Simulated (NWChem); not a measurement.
# C$_{2}$H$_{6}$O$_{2}$Si; SMILES O1C[SiH2]OC1

```xyz
11

C     -0.8758    -1.1340     0.1310
O      0.4420    -1.3525    -0.3205
C      1.2907    -0.3005     0.1607
Si     0.1278     1.2112    -0.0542
O     -1.2555     0.2211    -0.0634
H     -1.5371    -1.7981    -0.4639
H     -0.9685    -1.3870     1.2206
H      1.5728    -0.4559     1.2323
H      2.2172    -0.3052    -0.4448
H      0.1259     2.1789     1.0955
H      0.2644     1.9588    -1.3486
```
Atoms are numbered in this order, from 1.

Level: PBE-D3(BJ)/def2-SVP (NWChem), optimised geometry, unscaled harmonic frequencies. 

```csv
frequency (cm⁻¹),IR intensity (km/mol)
130,1.2
271,12.0
406,8.6
513,21.8
628,2.9
649,25.4
674,6.1
757,5.8
790,62.8
826,39.2
925,35.6
952,176.0
1007,156.8
1078,97.3
1132,90.6
1171,18.6
1208,1.2
1226,5.4
1362,7.6
1396,8.2
1457,4.6
2170,116.8
2181,125.4
2860,118.5
2907,42.5
3026,40.0
3065,6.1
```

zero-point energy: 49.7 kcal/mol
thermal correction to the enthalpy at 298.15 K (with zero-point energy): 53.6 kcal/mol
heat capacity Cv: 19.8 cal/(mol K)
entropy at 298.15 K and 1 atm (symmetry number 1): 73.6 cal/(mol K)
dipole moment: 1.35 D

Rigid rotor and harmonic oscillator.
